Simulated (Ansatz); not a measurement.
The cluster Cu2F⁺, relaxed as a singlet with RKS PBE-D4/def2-TZVP in Ansatz, starting from the GFN1-xTB geometry. Force threshold 0.02 eV/Å.

The structure comes from a short search, and lower isomers may exist.

Start:

```csv
atom,x (Å),y (Å),z (Å)
Cu1,-0.0115,-0.1743,0.0001
Cu2,0.1313,1.9734,0.0012
F3,-0.1198,-1.7990,-0.0013
```

Task: Estimate the energy that the relaxation releases and the steps that it takes.

Result: 76.2 kcal/mol, in 20 steps; 28 s on 4 threads of Arm Neoverse N1 on a shared host. No frequencies were taken in this run, so the end may be a saddle point.

Task: Does the start keep its bonding and symmetry?

Result: Bonds lost: Cu1–Cu2 (atoms count from 1). Bonds formed: Cu2–F3 (atoms count from 1). The end is the same structure that another start reached, the lowest one found. Point group C∞v at the start, D∞h at the end, both within 0.05 Å; within 0.015 Å the end is C∞v.

Task: Predict the relaxed structure.

Result: 
```csv
atom,x (Å),y (Å),z (Å)
Cu1,0.4435,-1.3281,1.2405
Cu2,-0.4389,1.3381,-1.2312
F3,-0.0047,-0.0100,-0.0094
```
Bond lengths (bridged metal pairs left out): 2 × Cu–F 1.87 Å.
